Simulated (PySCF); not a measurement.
**Shapes and spin states of IRuN**

Level of theory: B3LYP/[Ru def2-SVP with ECP28, N def2-SVP, I def2-SVP with ECP28], scalar-relativistic core potentials, density fitting, no spin–orbit coupling, PySCF.

Relaxations began from a few typed shapes and spin states; open shells are unrestricted. The search is not exhaustive: other isomers or separated fragments can lie lower, and high-lying points may rest on an excited occupation.

```
   spin  group                       bonds         angles  imaginary modes (cm⁻¹)  ΔE (kJ/mol)  ΔE with ZPE (kJ/mol)
singlet     Cs  Ru–I 2.621 Å, Ru–N 1.556 Å  I–Ru–N 129.4°                    none          0.0                   0.0
singlet    C∞v  Ru–I 2.680 Å, Ru–N 1.555 Å  I–Ru–N 180.0°                94i, 94i         12.5                     –
triplet     Cs  Ru–I 2.584 Å, Ru–N 1.606 Å  I–Ru–N 125.2°                    none         49.4                  48.8
quintet     Cs  Ru–I 2.584 Å, Ru–N 1.688 Å  I–Ru–N 115.2°                    none        162.2                 160.6
quintet    C∞v  Ru–I 2.667 Å, Ru–N 1.719 Å  I–Ru–N 180.0°              215i, 110i        238.5                     –
```

The lowest minimum found is the singlet Cs: Ru–I 2.621 Å, Ru–N 1.556 Å; I–Ru–N 129.4°.

Formally Ru is in oxidation state +4, d4, with 0 unpaired electrons (the high-spin count would be 4). The polar-tensor charge on Ru, 1.05, is far below the formal one.

The electron or spin density has lower symmetry than the nuclear frame for the quintet C∞v at 238.5 kJ/mol.
